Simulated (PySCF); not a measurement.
**How methods differ on the electron affinity of Br**

Br⁻ [Kr] (1S) → Br [Ar] 3d10 4s2 4p5 (2P), as a difference of total energies. All numbers are calculated (PySCF 2.14, a scalar-relativistic core potential, in aug-cc-pVTZ-PP with one added diffuse shell each of s, d, f type with ECP10MDF (7s5p5d3f, 68 functions)). Correlated levels: valence: 3s2 3p6 3d10 frozen. The calculations carry no spin-orbit coupling.

| method | electron affinity (eV) |
| --- | --- |
| UHF | 2.341 |
| MP2 (valence) | 3.406 |
| SCS-MP2 (valence) | 3.325 |
| CCSD (valence) | 3.257 |
| CCSD(T) (valence) | 3.336 |

Q: How much does correlation contribute at CCSD(T) (valence)?

A: 3.336 − (2.341) = 0.995 eV, measured against UHF.

The reference lies between the lowest fine-structure levels, while these numbers refer to the centres of the terms.

Errors of the correlated levels include the incompleteness of this basis and the frozen core.

For comparison: 3.364 eV (measured; photodetachment measurements, as compiled on the Wikipedia data page of electron affinities).
